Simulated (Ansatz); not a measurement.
This Ansatz (a program for electronic structure) input (wB97M-V/aug-pcseg-2) gives -77.32338 Eh with 138 basis functions. A basis named .json is the Basis Set Exchange file of that set (core-valence sets with the plain set on hydrogen).

Ansatz 0.2 input:
```yaml
crystal:
  periodic: [false, false, false]
  atoms:
    - {symbol: C, position_ang: [-0.11646515, 0.42736770, -0.34810582]}
    - {symbol: C, position_ang: [-0.54347801, -0.45314863, 0.34102036]}
    - {symbol: H, position_ang: [-0.92357782, -1.23251614, 0.95555878]}
    - {symbol: H, position_ang: [0.27109420, 1.20520340, -0.95992606]}
basis:
  gaussian:
    orbitals: aug-pcseg-2
hamiltonian:
  xc: {name: wB97M-V}
magnetization: {spin_polarized: false}
```

Change:
```diff
- orbitals: aug-pcseg-2
+ orbitals: 6-311++G_3df_3pd_.json
```

Problem. What does the run give now?

Solution. -77.32137 Eh (wB97M-V/6-311++G(3df,3pd), 114 functions), a change of +2.01 mEh.
